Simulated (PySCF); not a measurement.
Species: C3H5NOSSi.
Bonds: Si1–O2, O2–C3, C3–C4 (aromatic), C4–S5 (aromatic), S5–C6 (aromatic), C6–N7 (aromatic), C3–N7 (aromatic). Hydrogens: H8, H9, H10 on Si1; H11 on C4; H12 on C6.

Method: PySCF 2.14.0, PBE0-D3(BJ)/def2-SVP geometry optimisation, gas phase; density fitting, grid level 1; the optimiser is geomeTRIC in internal coordinates, started from a GFN2-xTB structure.

Step 0: E = -25417.3482 eV
```
atom  x, y, z in Å  |  force x, y, z in eV/Å
Si1    -2.0347    0.5939   -0.2330   -0.337   0.325  -0.017
O2     -0.7617   -0.4457   -0.1514    1.076  -0.920   0.070
C3      0.5085   -0.1079    0.0139    0.365  -0.012   0.046
C4      1.5428   -0.9991    0.0832    0.356   0.190   0.047
S5      3.0258   -0.1606    0.3019   -0.174   0.127  -0.011
C6      2.1390    1.3224    0.2835    0.527  -0.495   0.030
N7      0.8707    1.1968    0.1296   -1.015   0.175  -0.109
H8     -2.1425    1.3556    1.0085   -0.219   0.321   0.479
H9     -3.0744   -0.4108   -0.4050   -0.808  -0.078  -0.094
H10    -1.8793    1.4915   -1.3745   -0.112   0.376  -0.478
H11     1.5023   -2.0658    0.0185   -0.077  -0.687  -0.048
H12     2.6333    2.2664    0.3938    0.417   0.678   0.086
```

Step 1: E = -25417.4914 eV
```
atom  x, y, z in Å  |  force x, y, z in eV/Å
Si1    -2.0235    0.5857   -0.2317    0.165  -0.058   0.016
O2     -0.7310   -0.5222   -0.1479   -0.286   0.001  -0.025
C3      0.5391   -0.1539    0.0170   -0.138   0.043  -0.021
C4      1.5998   -1.0234    0.0880    0.007  -0.028  -0.002
S5      3.0429   -0.1191    0.3037    0.037  -0.042   0.005
C6      2.1233    1.3331    0.2810    0.002   0.099   0.003
N7      0.8420    1.1693    0.1254    0.105  -0.008   0.018
H8     -2.1486    1.3480    1.0420    0.024   0.022  -0.032
H9     -3.2322   -0.2658   -0.4181    0.094  -0.045   0.006
H10    -1.8693    1.4888   -1.4064    0.017   0.018   0.038
H11     1.5745   -2.1093    0.0237    0.037   0.052   0.007
H12     2.6127    2.3051    0.3922   -0.065  -0.053  -0.012
```

**Question.** Estimate the geometry and energy of step 2. (The exact step hangs on the optimiser's Hessian estimate; all steps are aligned on step 1, rigid shifts and turns removed.)

**Answer.** E = -25417.4972 eV, largest force 0.149 eV/Å
```
atom  x, y, z in Å  |  force x, y, z in eV/Å
Si1    -2.0064    0.5950   -0.2291    0.035   0.030   0.004
O2     -0.7461   -0.5400   -0.1488   -0.007  -0.149  -0.002
C3      0.5252   -0.1751    0.0150    0.051   0.130   0.011
C4      1.6012   -1.0272    0.0873   -0.081  -0.077  -0.013
S5      3.0357   -0.1084    0.3031   -0.031  -0.018  -0.008
C6      2.0979    1.3329    0.2782   -0.046   0.019   0.001
N7      0.8196    1.1505    0.1240    0.063   0.057   0.005
H8     -2.1135    1.3608    1.0430   -0.001   0.017  -0.012
H9     -3.2156   -0.2509   -0.4159    0.008  -0.017  -0.001
H10    -1.8329    1.4990   -1.3991   -0.002   0.015   0.013
H11     1.5954   -2.1119    0.0243    0.024  -0.011   0.003
H12     2.5691    2.3118    0.3869   -0.013   0.004   0.000
```

The energy changes by -0.0058 eV. The first-order estimate −F·Δx gives -0.0111 eV and the mean of the old and new forces, exact on a quadratic surface, -0.0057 eV. The step makes an angle of 74° with the force vector and moves no atom by more than 0.044 Å.

What follows is the cost of the whole optimisation. Hardware: Arm Neoverse V2, one thread, shared host with 96 logical CPUs at a one-minute load of 61. Cost: 50 s of wall time, 0.55 GiB resident at most.
